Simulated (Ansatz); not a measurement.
Mulliken charges of CH₃BO₂S, SMILES `OB1OC1S` from B3LYP/def2-TZVPP in Ansatz (PBE0-D4/def2-TZVP geometry).

| atom | x (Å) | y (Å) | z (Å) | charge (e) |
| --- | --- | --- | --- | --- |
| O1 | -1.528 | 0.637 | 1.490 | -0.247 |
| B2 | -0.537 | 0.060 | 0.801 | 0.220 |
| O3 | 0.058 | -1.130 | 0.739 | -0.255 |
| C4 | 0.581 | -0.064 | -0.212 | -0.029 |
| S5 | 0.267 | -0.278 | -1.928 | -0.118 |
| H6 | -1.692 | 1.551 | 1.246 | 0.209 |
| H7 | 1.605 | 0.199 | 0.034 | 0.126 |
| H8 | 1.340 | -1.032 | -2.227 | 0.095 |

Problem. By hand: the dipole of these point charges (1 e Å = 4.8032 D).

Solution. Σ q r = (0.172, 0.430, -0.093) e Å, of length 0.472 e Å = 2.27 D.

Problem. How does the dipole of the full density compare? (An estimate is asked.)

Solution. Ansatz gave: (0.129, 0.506, -0.054) e Å, 2.52 D; the point charges give 0.90 times that, at 9° from its direction.

Point charges leave out the atoms' own dipoles, such as those of lone pairs, and Mulliken's split depends on the basis, so the close match here is no proof of good charges.

B3LYP here is the variant with VWN-RPA as its local correlation; programs differ in this.
